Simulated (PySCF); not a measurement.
C7H7NSi, SMILES N#Cc1cccc([SiH3])c1 at its GFN2-xTB optimised geometry (Å):

```
16

N     -2.6121    -2.7793    -0.0022
C     -2.0469    -1.7817    -0.0011
C     -1.3447    -0.5543     0.0000
C     -2.0469     0.6511     0.0002
C     -1.3432     1.8402     0.0009
C      0.0419     1.8296     0.0012
C      0.7621     0.6369     0.0000
Si     2.6533     0.6363     0.0279
C      0.0495    -0.5543     0.0000
H     -3.1270     0.6433    -0.0014
H     -1.8771     2.7793     0.0004
H      0.5780     2.7680     0.0002
H      3.1270    -0.5868    -0.6191
H      3.1228     1.8208    -0.6919
H      3.0980     0.6825     1.4228
H      0.5736    -1.4997    -0.0019
```

Level of theory: B3LYP/def2-TZVP in PySCF.

Map of the Laplacian of the electron density (e/bohr⁵) on the plane z = 1.2 Å:

```
|@@@@@@@@@@@@@@@@@@@@@@@@@@@@@@@|
|@@@@@@@@@@@@@@@@@@@@@@@@@@@@@@@|
|@@@@@@@@@@@@@@@@@@@@@@@@@@@@@@@|
|@@@@@@@@@@@@@@@@@@@@@@@@@@@@@@@|
|@@@@@@@@@@@@@@@@@@@@@@@@@@@@@@@|
|@@@@@@@@@@@@@@@@@@@@@@@@@@@@@@@|
|@@@@@@@@@@@@@@@@@@@@@@@@@@@@@@@|
|@@@@@@@@@@@@@@@@@@@@@@@@@@@@@@@|
|@@@@@@@@@@@@@@@@@@@@@@@@@@@@@@@|
|@@@@@@@@@@@@@@@@@@@@@@@@@@@@@@@|
|@@@@@@@@@@@@@@@@@@@@@@@@@@@@@@@|
|@@@@@@@@@@@@@@@@@@@@@@@@@@@@@@@|
|@@@@@@@@@@@@@@@@@@@@@@@%@@@@@@@|
|@@@@@@@@@@@@@@@@@@@@@@% =@@@@@@|
|@@@@@@@@@@@@@@@@@@@@@@@#%@@@@@@|
|@@@@@@@@@@@@@@@@@@@@@@@@@@@@@@@|
|@@@@@@@@@@@@@@@@@@@@@@@@@@@@@@@|
|@@@@@@@@@@@@@@@@@@@@@@@@@@@@@@@|
|@@@@@@@@@@@@@@@@@@@@@@@@@@@@@@@|
|@@@@@@@@@@@@@@@@@@@@@@@@@@@@@@@|
|@@@@@@@@@@@@@@@@@@@@@@@@@@@@@@@|
|@@@@@@@@@@@@@@@@@@@@@@@@@@@@@@@|
|@@@@@@@@@@@@@@@@@@@@@@@@@@@@@@@|
|@@@@@@@@@@@@@@@@@@@@@@@@@@@@@@@|
|@@@@@@@@@@@@@@@@@@@@@@@@@@@@@@@|
|@@@@@@@@@@@@@@@@@@@@@@@@@@@@@@@|
|@@@@@@@@@@@@@@@@@@@@@@@@@@@@@@@|
|@@@@@@@@@@@@@@@@@@@@@@@@@@@@@@@|
|@@@@@@@@@@@@@@@@@@@@@@@@@@@@@@@|
|@@@@@@@@@@@@@@@@@@@@@@@@@@@@@@@|
|@@@@@@@@@@@@@@@@@@@@@@@@@@@@@@@|
```
Scale: ten equal steps from -0.950 (start of ' ') to 0.055 (end of '@'), in the order ' .:-=+*#%@'; x runs from -5.50 to 5.50, y from -5.50 (bottom) to 5.50 (top).
